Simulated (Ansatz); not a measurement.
Consider the redistribution: `[NH2][Al]([NH2])[Br]` + `[Cl][Mg][Br]` → `[NH2][Al]([Br])[Br]` + `[NH2][Mg][Cl]`.

Gas-phase electronic energies from Ansatz, PBE0-D4/def2-TZVP geometries. CCSD(T)/CBS adds triple-zeta CCSD(T) − MP2 to the extrapolated MP2 energy (def2 sets, frozen cores). Functionals use def2-TZVPP. B3LYP here is the variant with VWN-RPA as its local correlation; programs differ in this. HSE06 is defined as in plane-wave codes. For Br, Mg outer-core shells are correlated without core-valence functions, which leaves a few kJ/mol of doubt a bond. Scalar relativity is left out up to krypton. Each species was taken in one conformer, which may not be the lowest.

`[NH2][Al]([NH2])[Br]`:

Z-matrix (Å, degrees):
```
N
Al 1 1.758
H 1 1.006 2 123.5
H 1 1.006 2 125.8 3 180.0
N 2 1.758 1 123.6 3 -180.0
Br 2 2.258 1 118.2 3 -0.0
H 5 1.006 2 125.8 1 -0.0
H 5 1.006 2 123.6 1 179.9
```

`[Cl][Mg][Br]`:

```xyz
3

Cl    1.941    0.175   -1.062
Mg    0.042    0.005   -0.026
Br   -1.983   -0.180    1.087
```

`[NH2][Al]([Br])[Br]`:

```xyz
6

N    -0.838   -0.053    0.641
Al    0.549    0.035   -0.420
Br    0.921    1.892   -1.616
Br    1.944   -1.711   -0.576
H    -1.507    0.689    0.763
H    -1.070   -0.852    1.208
```

`[NH2][Mg][Cl]`:

Cartesian coordinates in Å:
```
N -0.558 -0.761 -0.075
Mg 0.546 0.745 0.074
Cl 1.834 2.500 0.247
H -0.305 -1.651 -0.476
H -1.517 -0.831 0.230
```

**Question.** Is it downhill or uphill in electronic energy at CCSD(T)/CBS, and by how much? (Estimate.)

**Answer.** The calculation gave: Uphill: ΔE = +17.4 kcal/mol.

**Question.** What do these levels give: HSE06-D4, BHLYP-D4, PBE, B3LYP, CAM-B3LYP, MP2/def2-TZVPP? (Best estimate.)

**Answer.** Computed: HSE06-D4 18.1, BHLYP-D4 19.6, PBE 16.8, B3LYP 18.5, CAM-B3LYP 19.0, MP2/def2-TZVPP 16.8 kcal/mol.

**Question.** What do rigid-rotor, harmonic-oscillator terms from PBE0-D4/def2-TZVP frequencies (298.15 K, 1 bar) make of the CCSD(T)/CBS value? (Best estimate.)

**Answer.** Ansatz gave: ΔZPE = -0.8 kcal/mol, ΔH = +16.6 kcal/mol, ΔS = 8 J/(mol·K), ΔG = +16.1 kcal/mol.

Largest T1 diagnostic among the species: 0.008.

Leaving LDA and LC-ωPBE aside and taking each functional with its dispersion term where it has one, the values, not all of them listed here, spread over 3.0 kcal/mol, from revPBE-D4 to BHLYP-D4. From BLYP to BHLYP (50 % exact exchange), in def2-TZVPP and without D4, ΔE moves by +2.8 kcal/mol. In def2-TZVPP, CCSD(T) changes the Hartree–Fock value by −4.9 kcal/mol (the triples alone add −0.6 kcal/mol) and MP2 by −5.6 kcal/mol.
